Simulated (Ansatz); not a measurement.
`F[SiH2]O[SiH3]` → silanol + `F[SiH]` at 600 K and 1 bar (silylene formation by 1,1-elimination).

Computed with Ansatz on PBE0-D4/def2-TZVP structures; ΔE is electronic, products minus reactants. CCSD(T)/CBS is the MP2 limit (def2-TZVPP, def2-QZVPP) plus CCSD(T) − MP2 in def2-TZVPP, frozen cores. This one scheme is used for every species. Each species was taken in one conformer, which may not be the lowest.

```tsv
species	CCSD(T)/CBS energy (Eh)	H − E (kJ/mol)	S (J/(mol·K))
`F[SiH2]O[SiH3]`	-756.28164	188.4	432.8
`O[SiH3]`	-366.69042	135.7	307.9
`F[SiH]`	-389.46371	45.2	268.7
```

H − E and S are ideal-gas, rigid-rotor, harmonic terms from PBE0-D4/def2-TZVP, for one conformer and one mirror image of each species. 1 Eh = 2625.50 kJ/mol, R = 8.31446 J/(mol·K).

Q: By hand: ΔE, ΔH, ΔS and ΔG.

A: ΔE = (-366.69042) + (-389.46371) − (-756.28164) = 0.12751 Eh = 334.8 kJ/mol. Δ(H − E) = 135.7 + 45.2 − 188.4 = -7.5, so ΔH = 327.3 kJ/mol. ΔS = 307.9 + 268.7 − 432.8 = 143.8 J/(mol·K). ΔG = 327.3 − 600 × (143.8)/1000 = 241.0 kJ/mol.

Q: By hand: the equilibrium constant, and the temperature at which ΔG would vanish if ΔH and ΔS stayed fixed.

A: log₁₀ K = −ΔG/(RT ln 10) = -21.0. ΔG = 0 at ΔH/ΔS = 2276 K.

The number of gas molecules changes by +1, which sets the sign of ΔS. A doubt of 5 kJ/mol in ΔE shifts log₁₀ K by 0.4 here. Other conformers and mirror images would add mixing entropy, several J/(mol·K) or more a flexible species. Modes under 60 cm⁻¹, often nearly free rotors, make the harmonic entropy too high. These are equilibria of isolated gas molecules and say nothing of rates. Largest T1 diagnostic: 0.015 (customary marks: 0.02 for closed shells, 0.045 for open ones).
